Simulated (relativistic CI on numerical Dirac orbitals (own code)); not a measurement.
**Ir: calculation against measurement**

Calculated at this level of theory: Dirac-Coulomb-Breit CI, KLI orbitals optimised for each configuration, QED by a radiative potential, valence Slater integrals scaled by 0.85, P86 correlation estimate, and configurations built on the next ion tied to the tabulated ionisation energy (semi-empirical) (own radial code, finite nucleus).

Configurations in the expansion (outside the closed core [Xe] 4f14): 5d⁷6s², 5d⁸6s, 5d⁷6s6p, 5d⁹, 5d⁶6s²6p, 5d⁸6p, 5d⁷6s6d, 5d⁷6s7s, 5d⁷6s7p, 5d⁷6s7d, 5d⁷6s8s, 5d⁷6s6f, 5d⁷6s7f, 5d⁷6p², 5d⁸6d, 5d⁸7s, 5d⁸7p, 5d⁵6s²6p², 5d⁷6s8p, 5d⁷6s5f, 5d⁷6s8d, 5d⁷6s5g, 5d⁷6d², 5d⁶6s²8s. Levels of other configurations are missing.

```tsv
Configuration	Term (tabulated)	J	Measured (cm⁻¹)	Computed	Error	Purity (%)
5d⁷6s²	4F	9/2	0.0	0	0	82
5d⁸6s	4F	9/2	2835.0	7085	4250	95
5d⁸6s	4F	7/2	6324.0	10715	4391	76
5d⁷6s²	4F	7/2	7106.6	6443	-663	92
5d⁷6s²	4P	5/2	12951.7	14222	1270	59
5d⁷6s²	2G	9/2	13939.8	13643	-297	57
5d⁸6s	4P †	5/2	16103.4	19009	2905	61
5d⁸6s	4P †	3/2	16565.4	22180	5615	58
5d⁸6s	4P †	1/2	16681.3	22481	5800	82
5d⁷6s²	2G	7/2	17779.3	18247	467	56
5d⁷6s²	4P	1/2	20236.8	21459	1222	60
5d⁸6p	4G° (computed)	11/2	42131.8	35623	-6508	61
```

Measured levels from NIST Handbook of Basic Atomic Spectroscopic Data (Sansonetti and Martin, J. Phys. Chem. Ref. Data 34, 1559 (2005)); pairs were made by configuration, J and term (by order where the table uses no LS term), so strongly mixed levels may be paired wrongly.

Mean error by configuration (cm⁻¹): 5d⁸6s 4320; 5d⁷6s² 400; 5d⁸6p -6508. Over the excited levels the mean absolute error is 2384 cm⁻¹ (11 of the 40 excited levels that our extract of the source holds in range could be paired, and the others can miss by more), and the median relative error of those above 1,000 cm⁻¹ is 9.6 %. Some levels of the ground configuration have no partner. † marks terms whose computed intervals miss the measured ones by more than a factor of 2.5, or configurations far off the rest, from wrong mixing, a near crossing or a doubtful label or measurement; they are left out of the means.
